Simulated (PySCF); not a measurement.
Correlation energy of Te⁻ (tellurium, charge -1)

[Kr] 4d10 5s2 5p5, 2P determinant. All numbers are calculated (PySCF 2.14, scalar relativity through the core potential, in aug-cc-pwCVTZ-PP with ECP28MDF (8s7p6d4f1g, 96 functions)). Frozen: 4s2 4p6 4d10; 7 electrons correlated.

```csv
level,correlation energy (mhartree)
CCSD,-136.23
(T),-6.11
CCSD(T),-142.34
```

Diagnostics: T1 = 0.0096, D1 = 0.0260, largest double amplitude 0.031.

Cost of the coupled-cluster step: of the order of 50 core-seconds, for 7 correlated electrons.

Iterations:

```
CC2 = 0
CCSD nocc = (np.int64(4), np.int64(3)), nmo = (87, 87)
frozen orbitals [[0, 1, 2, 3, 4, 5, 6, 7, 8], [0, 1, 2, 3, 4, 5, 6, 7, 8]]
max_cycle = 100
direct = 0
conv_tol = 1e-08
conv_tol_normt = 1e-06
diis_space = 8
diis_start_cycle = 0
Init t2, MP2 energy = -0.119403678953703
Init E_corr(UCCSD) = -0.119403678956029
cycle = 1  E_corr(UCCSD) = -0.131779121529239  dE = -0.0123754426  norm(t1,t2) = 0.0470755
cycle = 2  E_corr(UCCSD) = -0.134823270703545  dE = -0.00304414917  norm(t1,t2) = 0.0165492
cycle = 3  E_corr(UCCSD) = -0.136228034941243  dE = -0.00140476424  norm(t1,t2) = 0.00762009
cycle = 4  E_corr(UCCSD) = -0.136265276908661  dE = -3.72419674e-05  norm(t1,t2) = 0.00186519
cycle = 5  E_corr(UCCSD) = -0.136221079241533  dE = 4.41976671e-05  norm(t1,t2) = 0.000887666
cycle = 6  E_corr(UCCSD) = -0.136225995144434  dE = -4.9159029e-06  norm(t1,t2) = 0.000324958
cycle = 7  E_corr(UCCSD) = -0.13622936060559  dE = -3.36546116e-06  norm(t1,t2) = 9.5342e-05
cycle = 8  E_corr(UCCSD) = -0.136228333527423  dE = 1.02707817e-06  norm(t1,t2) = 3.71389e-05
cycle = 9  E_corr(UCCSD) = -0.136228402350269  dE = -6.88228464e-08  norm(t1,t2) = 1.31512e-05
cycle = 10  E_corr(UCCSD) = -0.136228417465731  dE = -1.51154615e-08  norm(t1,t2) = 3.50343e-06
cycle = 11  E_corr(UCCSD) = -0.136228416219002  dE = 1.24672925e-09  norm(t1,t2) = 1.11532e-06
cycle = 12  E_corr(UCCSD) = -0.136228418688276  dE = -2.46927379e-09  norm(t1,t2) = 2.35757e-07
UCCSD converged
E(UCCSD) = -267.1818143841805  E_corr = -0.1362284186882755
UCCSD(T) correction = -0.00611184892999289
```
